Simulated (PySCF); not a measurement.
## UHF on Cr⁺ (chromium, charge +1)

Configuration: [Ar] 3d4 4p1, one real determinant (an excited configuration). Computed with PySCF 2.14 in aug-cc-pVDZ-DK (7s6p4d2f, 59 functions), with scalar relativity by spin-free X2C-1e.

```json
{"Total energy": "-1049.251011 hartree", "One-electron energy": "-1435.3073 hartree", "Hartree (Coulomb) energy": "433.8762 hartree", "Exchange energy": "-47.8199 hartree", "⟨S²⟩": "8.7514", "⟨L²⟩": "8.015", "Sum of ⟨r⟩": "18.37 bohr", "Sum of ⟨r²⟩": "32.33 bohr²", "Traceless quadrupole moment −½Σ⟨3z² − r²⟩ along its main axis": "-5.81 e·bohr²", "Langevin diamagnetic susceptibility": "-25.6 ×10⁻⁶ cm³/mol"}
```

| shell | electrons | mean orbital energy (hartree) | spread (hartree) | rms radius, mean of both spins (bohr) |
| --- | --- | --- | --- | --- |
| 1s α | 1 | -222.56605 | 0 | 0.0734 |
| 1s β | 1 | -222.56332 | 0 | 0.0734 |
| 2s α | 1 | -27.16225 | 0 | 0.316 |
| 2s β | 1 | -27.06821 | 0 | 0.316 |
| 2p α | 3 | -22.80150 | 0.00381 | 0.287 |
| 2p β | 3 | -22.70510 | 0.02606 | 0.287 |
| 3s α | 1 | -4.03640 | 0 | 0.965 |
| 3s β | 1 | -3.72912 | 0 | 0.965 |
| 3p α | 3 | -2.78254 | 0.04631 | 1.04 |
| 3p β | 3 | -2.40656 | 0.06156 | 1.04 |
| 3d α | 4 | -0.90221 | 0.04115 | 1.36 |
| 4p α | 1 | -0.37344 | 0 | 3.97 |

⟨L²⟩ = 8.01 against 12 for a pure F term, so this real determinant mixes terms.

Densities and radii are taken from the X2C orbitals without a picture-change correction, which distorts them close to the nucleus.

Spin-orbit constants ζ (cm⁻¹) from the X2C one-electron operator on these orbitals: bare nucleus, nucleus screened by l(l+1)(2l+1)/3 electrons, and screened by the Breit-Pauli mean field of the electrons.

| shell | bare | screened nucleus | mean field |
| --- | --- | --- | --- |
| 2p | 49450 | 45330 | 43460 |
| 3p | 5689 | 5215 | 4966 |
| 3d | 481.0 | 280.6 | 248.1 |
| 4p | 327.3 | 300.1 | 284.0 |

To first order the Landé constant is A = 52.02 cm⁻¹, so the lowest level has J = 1/2 and lies 0.0645 eV below the centre of the term. This holds in LS coupling only.
